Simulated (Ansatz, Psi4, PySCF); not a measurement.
O2, charge -1, doublet, at a GFN2-xTB geometry (a state made from the parent by changing its charge; the spin is typed, not shown lowest) (in this run its highest filled SCF level lies above zero, so its values depend strongly on the basis, on diffuse functions most of all). Base run: PySCF with B97M-V/aug-cc-pVDZ.

PySCF was given this input:
```python
from pyscf import gto, scf, dft

mol = gto.Mole()
mol.atom = '''
    O    -0.000000   -0.000000   -0.670672
    O     0.000000    0.000000    0.670672
'''
mol.basis = 'aug-cc-pvdz'
mol.charge = -1
mol.spin = 1
mol.verbose = 4
mol.build()

mf = dft.UKS(mol)
mf.xc = 'b97m_v'
mf.kernel()
```

The same geometry, method and basis name were run in Ansatz (a quantum-chemistry and plane-wave program) and Psi4 and PySCF, at each program's defaults and at the settings that a row names. The base is PySCF at its defaults. Differences at the defaults can come from grids, fitting, cores and function types together.

| code and settings | ΔE vs base (µEh) | basis functions | E (Eh) | SCF cycles |
|---|---|---|---|---|
| PySCF, defaults (exact integrals, its default grid, spherical functions) | 0.0 | 46 | -150.31509 | 9 |
| Psi4, defaults (density fitting with its default set, its default grid, spherical functions) | -140 | 46 | -150.31523 | 9 |
| Ansatz, defaults (factorised integrals, its default grid, spherical functions) | 1.3 | 46 | -150.31509 | - |
| PySCF, density fitting with def2-universal-jkfit | -85.7 | 46 | -150.31518 | 9 |
| PySCF, fine grid | 3.5 | 46 | -150.31509 | 9 |
| Psi4, exact integrals, spherical functions, fine grid | 3.1 | 46 | -150.31509 | 10 |
| Ansatz, high accuracy | 3.1 | 46 | -150.31509 | - |

Open shells are given as the SCF converged; they aren't shown to be the lowest states, and a large step between rows can be another state.
